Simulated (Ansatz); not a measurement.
MnBr₂⁻. The state is a septet with charge -1. Geometry B3LYP-D4/def2-TZVP, that of the neutral sextet; atoms count from 1.

```csv
atom,x (Å),y (Å),z (Å)
Mn1,0.0018,-0.0004,-0.0006
Br2,-0.0021,-1.9777,1.2466
Br3,0.0004,1.9781,-1.2461
```

The highest occupied level of the charge -1 septet lies above zero (up to 1.20 eV). By energy differences its removal costs 0.11 eV (vertical, to the charge 0 sextet, at PBE0-D4/def2-TZVPD); a positive level beside a positive removal energy at the same level points to self-interaction error. At PBE0-D4/def2-TZVPD a quintet of charge -1 lies 1.31 eV below the septet at the same geometry.

Question: Estimate the Mulliken populations from the PBE0/def2-TZVPD orbitals of Ansatz.

Answer: 
| atom | charge (e) | spin (α − β) | d electrons |
| --- | --- | --- | --- |
| Mn1 | -1.54 | 7.25 | 5.15 |
| Br2 | 0.27 | -0.63 | – |
| Br3 | 0.27 | -0.63 | – |
Mulliken values and Mayer orders depend strongly on the basis. With diffuse functions, as here, like atoms can get unlike values, and bond orders can come out too low or too high.

Question: Where does the spin sit?

Answer: Summed by element: Mn 7.25, Br -1.25, of 6 unpaired in all. Largest on single atoms: Mn1 7.25, Br2 -0.63, Br3 -0.63.
